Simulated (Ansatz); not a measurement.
BCl2(CN) (BCNCl₂): single points at one geometry.

```yaml
crystal:
  periodic: [false, false, false]
  atoms:
    - {symbol: B, position_ang: [0.254316, 0.440976, 0.006455]}
    - {symbol: Cl, position_ang: [1.992689, 0.415416, 0.055231]}
    - {symbol: Cl, position_ang: [-0.638262, 1.933521, -0.021315]}
    - {symbol: C, position_ang: [-0.513314, -0.890223, -0.013191]}
    - {symbol: N, position_ang: [-1.095429, -1.899679, -0.027180]}
basis:
  gaussian: {orbitals: def2-TZVP, initial_orbitals: start.molden}
magnetization: {spin_polarized: true, initial_magnetization: 2}
hamiltonian: {xc: r2scan, dispersion: d4}
scf: {omitted_lower_state_checks: [starts]}
output: {orbitals: {seedname: orbitals}}
```

The file start.molden holds the orbitals of an earlier run on this structure, at another level or in another basis.

```sh
$ ansatz run in.yaml --threads 4 --pin off --events-out ev --progress --plain --max-ram 3916MiB
```

Shortened log:

```
Functional definition: r2SCAN
1016 factors; their error is unknown
mean field evaluation 1: about -28244.1979 eV, gradient 6.5e0 eV
mean field evaluation 2: about -28244.2386 eV, gradient 7.8e-2 eV
mean field evaluation 4: about -28244.2341 eV, gradient 1.8e-3 eV
mean field evaluation 8: about -28244.2341 eV, gradient 8.2e-5 eV
mean field evaluation 16: about -28244.2341 eV, gradient 4.0e-6 eV
mean field -28244.23410379 eV, -1037.9564586849 hartree, gradient 1.2e-6 eV, S^2 2.016380; 0 other end points of the search recorded, 0 dependent functions left out
reference -28244.23411517 eV, -1037.9564591031 hartree; 27, 25 occupied and 140, 142 virtual orbitals, 1016 factors
Total energy: -28244.26817893 eV, -1037.9577109232 hartree
Checks for a lower state left out: starts
```

Hardware: 4 threads of Arm Neoverse V1 on a shared host. Wall time 13 s.

As the first input, with `hamiltonian: {xc: pbe, dispersion: d4}` (abridged; 3.5 s):

```
Functional definition: PBE
mean field -28233.63345283 eV, -1037.5668919475 hartree, gradient 3.2e-6 eV, S^2 2.006304
Total energy: -28233.77849506 eV, -1037.5722221511 hartree
Checks for a lower state left out: starts
```

The first input with `gaussian: {orbitals: def2-TZVP}`, `hamiltonian: {xc: pbe0, dispersion: d4}` (abridged; 26 s):

```
Functional definition: PBE0
mean field evaluation 16: about -28235.1626 eV, gradient 1.4e-3 eV
mean field evaluation 32: about -28235.1598 eV, gradient 7.8e-1 eV
mean field -28235.21243427 eV, -1037.6249184451 hartree, gradient 5.4e-6 eV, S^2 2.018893; 1 other end points of the search recorded, 0 dependent functions left out
Total energy: -28235.33574397 eV, -1037.6294499929 hartree
Checks for a lower state left out: starts
```

Geometry: r2SCAN-D4/def2-SVP, that of the neutral singlet.

At PBE0-D4/def2-TZVP a singlet of charge 0 lies 4.76 eV below the triplet at the same geometry.
